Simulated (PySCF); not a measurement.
CH₃ClSn, SMILES [Cl][Sn][CH3] (connectivity only; charge and spin as stated), neutral, multiplicity 1.

The structure is a stationary point at B3LYP-D3(BJ)/def2-SVP. The def2 effective core potentials stand for the cores of Sn; spin–orbit coupling is left out.

All values below come from CAM-B3LYP/def2-TZVPD (PySCF).

Symmetry labels are those of the subgroup Cs that the program uses (full group Cs).

Computed valence orbital energies around the gap with their symmetry:
| orbital | symmetry | energy (eV) |
|---|---|---|
| HOMO−7 | A' | -20.73 |
| HOMO−6 | A' | -14.39 |
| HOMO−5 | A' | -12.80 |
| HOMO−4 | A" | -12.68 |
| HOMO−3 | A' | -10.42 |
| HOMO−2 | A" | -10.05 |
| HOMO−1 | A' | -9.95 |
| HOMO | A' | -8.01 |
| LUMO | A" | -1.94 |
| LUMO+1 | A' | 0.03 |
| LUMO+2 | A' | 0.68 |
| LUMO+3 | A' | 0.83 |
